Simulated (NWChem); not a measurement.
System meant: C₂H₄N₂OSi; SMILES O[SiH]1N=CC=N1

The following NWChem deck was run.

```
start job
memory heap 200 mb stack 900 mb global 1100 mb
geometry units angstroms noautosym nocenter noautoz
  O      0.000058    -2.076052     0.503618
  Si    -0.000241    -0.705878    -0.413028
  N     -1.349378     0.428676    -0.072026
  C     -0.766490     1.533850     0.196131
  C      0.766808     1.533669     0.195773
  N      1.349321     0.428365    -0.072696
  H      0.002739    -1.977630     1.466141
  H     -0.000891    -1.149031    -1.818475
  H     -1.321084     2.452957     0.419017
  H      1.321737     2.452629     0.418434
end
basis spherical
  * library def2-svp
end
dft
  xc m06-l
  iterations 150
end
property
  shielding 7 1 2 3 4 7 8 9
end
task dft property
```

End of the output:

```
 Vector   29  Occ=0.000000D+00  E= 3.633102D-02
              MO Center=  1.3D-03, -1.5D+00,  8.5D-01, r^2= 4.1D+00
   Bfn.  Coefficient  Atom+Function         Bfn.  Coefficient  Atom+Function
  ----- ------------  ---------------      ----- ------------  ---------------
    90      0.943664   7 H  s                 3     -0.830963   1 O  s
    26     -0.467575   2 Si py               95     -0.435561   8 H  s
    18      0.344864   2 Si s                49      0.290263   4 C  s
    63      0.291150   5 C  s                17      0.270793   2 Si s
     2     -0.223867   1 O  s                 9     -0.223306   1 O  pz

 center of mass
 --------------
 x =  -0.00000522 y =  -0.04440985 z =  -0.00632474

 moments of inertia (a.u.)
 ------------------
         634.118142957840           0.008762560194           0.023987938027
           0.008762560194         301.278741926709           3.485676828132
           0.023987938027           3.485676828132         822.915262699017

     Multipole analysis of the density
     ---------------------------------

     L   x y z        total         alpha         beta         nuclear
     -   - - -        -----         -----         ----         -------
     0   0 0 0     -0.000000    -26.000000    -26.000000     52.000000

     1   1 0 0      0.001723     -0.000178     -0.000178      0.002079
     1   0 1 0      0.607894      0.594381      0.594381     -0.580868
     1   0 0 1      0.574332      0.220989      0.220989      0.132355

     2   2 0 0    -36.478782    -82.582268    -82.582268    128.685754
     2   1 1 0     -0.005370      0.002352      0.002352     -0.010074
     2   1 0 1      0.007891      0.005385      0.005385     -0.002879
     2   0 2 0    -28.245572   -173.962096   -173.962096    319.678620
     2   0 1 1     -0.910494     -0.694268     -0.694268      0.478041
     2   0 0 2    -27.466762    -32.943020    -32.943020     38.419279

          -----------------------------------------
          Chemical Shielding Tensors (GIAO, in ppm)
          -----------------------------------------

 ------------------------------------------------------------------------
  xm06: d2 not coded                    0
 ------------------------------------------------------------------------
 ------------------------------------------------------------------------
  current input line :
    25: task dft property
 ------------------------------------------------------------------------
 ------------------------------------------------------------------------
 This error has not yet been assigned to a category
 ------------------------------------------------------------------------
 For more information see the NWChem manual at https://nwchemgit.github.io

0: xm06: d2 not coded:Received an Error in Communication
```

Q: Can this run be used? If not, why, and what is the fix?

A: The program stopped with an error. Cause: this functional's second derivatives, which shieldings need, aren't coded here; the fix takes a hybrid GGA instead. This input runs:
```
start job
memory heap 200 mb stack 900 mb global 1100 mb
geometry units angstroms noautosym nocenter noautoz
  O      0.000058    -2.076052     0.503618
  Si    -0.000241    -0.705878    -0.413028
  N     -1.349378     0.428676    -0.072026
  C     -0.766490     1.533850     0.196131
  C      0.766808     1.533669     0.195773
  N      1.349321     0.428365    -0.072696
  H      0.002739    -1.977630     1.466141
  H     -0.000891    -1.149031    -1.818475
  H     -1.321084     2.452957     0.419017
  H      1.321737     2.452629     0.418434
end
basis spherical
  * library def2-svp
end
dft
  xc pbe0
  iterations 150
end
property
  shielding 7 1 2 3 4 7 8 9
end
task dft property
```
It converges to -552.16300 Ha (PBE0/def2-SVP, GIAO).
